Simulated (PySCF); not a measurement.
A calculated (PBE0, PySCF 2.14, cc-pVTZ, no relativity, point nucleus) atom or ion has these occupied shells.

```csv
shell,electrons,orbital energy (eV),"rms radius, mean of both spins (bohr)"
1s α,1,-123.60,0.487
1s β,1,-122.96,0.487
2s α,1,-15.475,2.45
```

Task: Name the element and its charge.

Result: Be⁺ (beryllium, charge +1), in [He] 2s1, 2S determinant.
